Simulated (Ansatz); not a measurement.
This geometry of CH₉AlSSi₂ (14 atoms, charge 0, multiplicity 1) is a first-order saddle point.

Level of theory: Ansatz 0.2.0, RKS BLYP-D4/def2-SVP.

```xyz
14
Properties=species:S:1:pos:R:3
C -1.794 -1.248 1.680
Al 0.083 -0.734 1.376
Si 1.004 -1.103 -0.877
S -0.263 0.324 -2.030
Si 0.698 2.177 -1.430
H -1.849 -2.077 2.420
H -2.371 -0.404 2.117
H -2.314 -1.579 0.759
H 0.923 -0.009 2.527
H 2.454 -0.797 -1.151
H 0.699 -2.434 -1.509
H 2.071 2.317 -2.018
H -0.177 3.295 -1.904
H 0.823 2.242 0.068
```

**Question.** Which two structures does it join? (They come from a converged band through this point; their orientation in space is the band's.)

**Answer.** Bonds formed: Al2–S4. The dihedral H9–Al2–Si3–H11 goes from 124 to 179°.

Image 0:

```xyz
14
Properties=species:S:1:pos:R:3
C -1.426 -0.620 1.707
Al 0.451 -0.315 1.170
Si 1.067 -1.338 -1.011
S -0.202 -0.102 -2.396
Si 0.160 1.722 -1.336
H -1.513 -1.591 2.243
H -1.802 0.165 2.396
H -2.104 -0.671 0.831
H 1.559 0.250 2.174
H 2.489 -1.271 -1.507
H 0.589 -2.738 -1.286
H 1.529 2.303 -1.509
H -0.890 2.748 -1.623
H 0.079 1.430 0.176
```

Image 6:

```xyz
14
Properties=species:S:1:pos:R:3
C -2.098 -1.361 1.347
Al -0.369 -0.449 1.094
Si 1.117 -1.306 -0.648
S -0.289 0.495 -1.240
Si 1.135 2.155 -1.054
H -2.046 -2.086 2.187
H -2.900 -0.632 1.589
H -2.412 -1.922 0.443
H 0.281 0.619 2.081
H 2.490 -0.784 -0.989
H 0.779 -2.325 -1.705
H 1.932 2.226 -2.319
H 0.328 3.402 -0.873
H 2.041 1.938 0.116
```

**Question.** How far does it lie above each of them?

**Answer.** 0.142 eV above the first and 0.213 eV above the second. This is the barrier of this one path; another mechanism may lie lower.

Run time: 2 min on 2 threads of Intel(R) Xeon(R) Platinum 8488C (Sapphire Rapids), on a shared host, peak memory 0.21 GiB.
